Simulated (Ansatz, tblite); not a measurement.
Cost and result up the ladder for Li6N2 (8 atoms). The state is a singlet with charge 0. Geometry: r2SCAN-D4/def2-TZVP.

```xyz
8

Li   -0.750    1.077    0.520
Li   -2.919   -1.163    0.755
Li   -0.259   -1.054   -0.911
Li    0.308    1.479   -2.094
Li    0.041   -1.191    1.788
Li    2.296    0.449    0.116
N     0.636   -0.195    0.503
N     0.646    0.599   -0.678
```

Ansatz on 4 threads of Arm Neoverse V2 on a shared host; xTB runs through tblite on one thread. Times are rough, summed over both states, and most runs start from the orbitals of an earlier one. No level here is sound enough to serve as a yardstick. The other state is a doublet.

The xTB rows come from tblite. HOMO above LUMO, or a gap near zero within one spin, warns that the state may not be the lowest or that an electron is smeared out. The structure comes from a short search, and lower isomers may exist.

Raw xTB energies of ions are shifted by several eV.

```csv
level,functions,wall time
GFN1-xTB,32,0.01 s
GFN2-xTB,32,0.017 s
PBE-D4/def2-TZVP,146,4.6 s
PBE0-D4/def2-TZVP,146,7.3 s
r2SCAN-D4/def2-TZVP (with forces),146,15 s
```

Task: Estimate what each level gives for the vertical IE (eV).

Result: 
| level | vertical IE (eV) | remarks |
| --- | --- | --- |
| GFN1-xTB | 10.86 | – |
| GFN2-xTB | 6.85 | – |
| PBE-D4/def2-TZVP | 4.27 | gap within one spin near zero (+1 doublet), restricted SCF unstable in HF (singlet) |
| PBE0-D4/def2-TZVP | 4.18 | restricted SCF unstable in HF (singlet) |
| r2SCAN-D4/def2-TZVP (with forces) | 4.10 | restricted SCF unstable in HF (singlet), spin-contaminated (⟨S²⟩ 0.85) (+1 doublet) |
